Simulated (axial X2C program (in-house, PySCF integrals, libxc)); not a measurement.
# CsO: cheaper levels and CCSD(T), with spin–orbit coupling

Calculated with an axial X2C code built on PySCF integrals. Two-component (2c) means X2C with spin–orbit coupling and atomic mean-field two-electron Coulomb and Gaunt terms. Basis: Cs dyall-cv3z [15s15p9d4f1g], O dyall-av3z [7s6p3d2f] (cores contracted in-house); Gaussian nuclei, density fitting, unrestricted open shells. Masses: Cs 132.905 u, O 15.995 u.

State: Ω = 1/2 (⟨Sz⟩ = 0.50, ⟨Lz⟩ = 0.00 at HF); fragments Cs + O.

| level | Re (Å) | ωe (cm⁻¹) | De (eV) |
| --- | --- | --- | --- |
| PBE0 | 2.281 | 359.1 | 3.18 |
| HF | 2.416 | 340.5 | 1.23 |
| MP2 | 2.323 | 351.8 | 3.15 |
| CCSD | 2.335 | 351.6 | 2.94 |
| r2SCAN | 2.292 | 349.2 | 3.41 |

Correlated methods: 15 electrons correlated (number of frozen shells: Cs 4 s, 3 p, 2 d; O 1 s), 295 virtual spin orbitals or spinors in MP2, 90 natural virtuals in coupled cluster.

CCSD(T), same Hamiltonian and basis:

Re = 2.326 Å, ωe = 352.0 cm⁻¹, De = 3.02 eV; T1 = 0.012 (Lee–Taylor normalisation).

(1) Give the differences from CCSD(T) in the columns below.

One determinant describes the state; a PBE0 search over occupations chose it and may have missed a lower one. De is counted from the lowest determinant-based energies of the atoms at the same level, without counterpoise correction. Density functionals use the spin component along the axis (collinear). CCSD and (T) use frozen natural virtuals with an MP2 correction for the truncation; (T) itself is uncorrected, so its De runs slightly low. The 2c atoms are single determinants rather than J levels; their spin–orbit lowering is only partly caught, and De is too large by that part. This holds for PBE0, r2SCAN. PBE0 can misorder states that lie within some tenths of an eV, so this need not be the ground state of the molecule. The nearest other 2c determinant of the search, Ω = 3/2, lies 0.43 eV up at the distance of the search. Without a current term, density functionals place determinants with orbital angular momentum somewhat too high. Some points did not converge and are left out.

## Answers

(1) 

| level | ΔRe (Å) | Δωe (cm⁻¹) | ΔDe (eV) |
| --- | --- | --- | --- |
| PBE0 | -0.045 | 7 | 0.16 |
| HF | 0.090 | -12 | -1.79 |
| MP2 | -0.003 | 0 | 0.13 |
| CCSD | 0.009 | 0 | -0.08 |
| r2SCAN | -0.034 | -3 | 0.39 |
